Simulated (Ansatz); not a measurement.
`[CH3][GeH2][F]` + `C[SeH]` → `[CH3][GeH2][Se]C` + H–F  (ligand exchange at a Ge–F bond)

Gas-phase electronic energies from Ansatz, PBE0-D4/def2-TZVP geometries. CBS: MP2 limit from def2 TZ/QZ plus the TZ coupled-cluster correction, frozen cores. This one scheme is used for every species. DFT in def2-TZVPP. B3LYP here is the variant with VWN-RPA as its local correlation; programs differ in this. For Ge, Se outer-core shells are correlated without core-valence functions, which leaves a few kJ/mol of doubt a bond. Scalar relativity is left out up to krypton. One conformer a species, not always the lowest.

Task: Is it downhill or uphill in electronic energy at CCSD(T)/CBS, and by how much? (Estimate.)

Result: The calculation gave: Downhill: ΔE = -3.0 kJ/mol.

Task: What do these levels give: B3LYP-D4, PBE-QIDH, PBE, BLYP, PBE0, B3LYP, RPA@PBE/def2-TZVPP, HF/def2-SVP, CCSD/def2-SVP, CCSD(T)/def2-TZVPP, MP2/def2-QZVPP, HF/CBS(def2)? (Best estimate.)

Result: The calculation gave: B3LYP-D4 6.8, PBE-QIDH -0.7, PBE 6.3, BLYP 23.3, PBE0 3.6, B3LYP 19.5, RPA@PBE/def2-TZVPP 7.7, HF/def2-SVP 33.6, CCSD/def2-SVP 21.9, CCSD(T)/def2-TZVPP 2.1, MP2/def2-QZVPP -7.5, HF/CBS(def2) 32.0 kJ/mol.

Largest T1 diagnostic among the species: 0.011.

In def2-TZVPP, CCSD(T) changes the Hartree–Fock value by −26.5 kJ/mol (the triples alone add −3.7 kJ/mol) and MP2 by −34.2 kJ/mol. From r2SCAN to r2SCAN0 (25 % exact exchange), in def2-TZVPP and without D4, ΔE moves by −4.2 kJ/mol.
